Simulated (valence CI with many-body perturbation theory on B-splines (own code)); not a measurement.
Forbidden lines of Zr¹⁶⁺

Method: valence CI with perturbative core correlation (CI+MBPT): six valence electrons over a frozen Dirac-Fock core [Ar], radial functions for each j: 7 s, 7 p, 8 d, 6 f, 4 g, 1 h, with the one-electron correlation potential Σ1 (screened to all orders), the two-electron term Σ2, the three-electron term Σ3, Breit, model QED; selected single and double excitations, second order for the rest, scaled by the run's own slope (own B-spline code, finite nucleus).

No measured spectrum was set against this ion. As an estimate, terms of the open shell hold to 2 to 4 % of their energy, and close levels can change places. Core correlation moves these levels by up to 8300 cm⁻¹, and in measured spectra 5 to 20 % of such shifts remained as error; rates that hang on mixing are uncertain with them. Among the levels kept, up to 710 cm⁻¹ of a level comes from second order outside the variational space, and about a tenth of that is noise between levels of different J, which matters for small intervals. Only levels of the ground parity were solved; by the run's estimate the other parity begins above the list, which can be wrong where configurations are misplaced.

Lines 1 to 50 of 120 in falling wavelength, among levels below 335350 cm⁻¹, chosen from the decays that carry over 1 % of a level's rate. Wavelengths and rates use the calculated energies, so an error of 2000 cm⁻¹ moves a line at 1436 nm by 29 % and its rate by three times that or more. Weak lines are less certain than strong ones. Lines between different terms over intervals too small for the method are left out, as are lines whose strength nearly cancels. Intervals below about 2000 cm⁻¹, as at the head of this list, are uncertain by tens of per cent. Branching is blank where the lifetime is uncertain.

Names give the largest LS component (configuration and term), which can be under half, so a name can repeat, a term be missing and a line seem to break the LS rules; names also repeat where a configuration has a term twice. Letters in brackets count levels of one name in rising energy.

```
λ vac (nm)         Upper         Lower  Type   A (s⁻¹)  Branch %
      6233      3d6 5D_0      3d6 5D_1    M1  6.21e-01     100.0
      4680      3d6 3H_5      3d6 3H_6    M1  1.58e-01       1.3
      2586      3d6 5D_2      3d6 5D_3    M1  3.35e+00     100.0
      2477      3d6 5D_1      3d6 5D_2    M1  5.64e+00     100.0
      2011      3d6 3G_4      3d6 3G_5    M1  2.16e+00       1.4
      1436      3d6 3H_5  3d6 3F_4 [a]    M1  4.20e+00      35.4
      1034      3d6 3G_5      3d6 3H_4    M1  5.75e+00       2.7
     861.6      3d6 5D_3      3d6 5D_4    M1  5.28e+01     100.0
     748.1      3d6 3H_4      3d6 3H_5    M1  2.50e+01       4.9
     682.7      3d6 3G_4      3d6 3H_4    M1  1.01e+01       6.4
     632.0  3d6 3F_3 [a]  3d6 3F_4 [a]    M1  5.78e+01      12.6
     630.7  3d6 3F_2 [a]  3d6 3P_2 [a]    M1  2.76e+00       1.1
     611.8      3d6 1I_6      3d6 3G_5    M1  2.63e+00       1.1
     588.9      3d6 3D_1  3d6 3P_1 [a]    M1  3.49e+01       6.4
     530.7      3d6 3G_3      3d6 3H_4    M1  1.24e+01       4.2
     527.3      3d6 3D_1  3d6 3P_0 [a]    M1  1.32e+01       2.4
     522.0      3d6 3G_4  3d6 3F_3 [a]    M1  7.05e+00       4.5
     491.9  3d6 1G_4 [a]      3d6 3G_3    M1  1.39e+01       1.6
     491.8      3d6 3H_4  3d6 3F_4 [a]    M1  1.54e+02      30.3
     488.6      3d6 3G_3  3d6 3F_2 [a]    M1  5.26e+01      18.0
     434.0      3d6 3G_5      3d6 3H_5    M1  6.21e+01      29.5
     433.0  3d6 1D_2 [a]      3d6 3D_1    M1  2.65e+01       3.2
     428.3      3d6 3G_3  3d6 3F_3 [a]    M1  8.47e+01      28.9
     425.2  3d6 1D_2 [a]      3d6 3D_3    M1  4.41e+01       5.3
     421.5  3d6 3P_0 [b]      3d6 3D_1    M1  2.19e+01       2.0
     408.8      3d6 3D_2  3d6 3F_2 [a]    M1  8.18e+00       2.6
     397.1      3d6 3G_5      3d6 3H_6    M1  1.34e+02      63.8
     365.8      3d6 3D_2  3d6 3F_3 [a]    M1  4.05e+01      12.8
     358.2  3d6 1D_2 [a]      3d6 3D_2    M1  1.45e+01       1.7
     356.9      3d6 3G_4      3d6 3H_5    M1  6.83e+01      43.6
     355.2  3d6 3P_1 [a]  3d6 3P_2 [a]    M1  5.78e+02      47.5
     346.6      3d6 3D_3  3d6 3F_2 [a]    M1  8.55e+00       1.3
     339.1  3d6 1G_4 [a]      3d6 3G_5    M1  6.03e+01       6.9
     334.0  3d6 3F_4 [b]      3d6 1F_3    M1  9.20e+01          
     333.4  3d6 3P_1 [b]  3d6 3P_0 [b]    M1  1.41e+02          
     326.6  3d6 3P_1 [b]  3d6 1D_2 [a]    M1  2.25e+01          
     315.1      3d6 3D_3  3d6 3F_3 [a]    M1  2.58e+01       3.9
     313.4  3d6 1D_2 [a]      3d6 3G_3    M1  2.77e+01       3.3
     312.3      3d6 1F_3      3d6 3D_3    M1  1.57e+01       5.8
     275.3      3d6 3G_3  3d6 3P_2 [a]    M1  3.31e+00       1.1
     274.6      3d6 1F_3      3d6 3D_2    M1  2.27e+01       8.4
     255.3  3d6 1G_4 [a]      3d6 3H_4    M1  4.03e+02      46.4
     255.3      3d6 3G_3  3d6 3F_4 [a]    M1  4.17e+01      14.2
     253.9      3d6 1I_6      3d6 3H_5    M1  6.99e+01      29.9
     249.5  3d6 1D_2 [a]  3d6 3P_1 [a]    M1  6.89e+01       8.3
     248.1      3d6 3D_2  3d6 3P_2 [a]    M1  8.07e+01      25.4
     247.5      3d6 1F_3      3d6 3G_3    M1  7.40e+00       2.7
     245.7  3d6 3P_0 [b]  3d6 3P_1 [a]    M1  1.01e+03      91.8
     240.8      3d6 1I_6      3d6 3H_6    M1  1.61e+02      68.9
     233.2  3d6 3P_2 [a]      3d6 5D_1    M1  1.49e+02      16.3
```
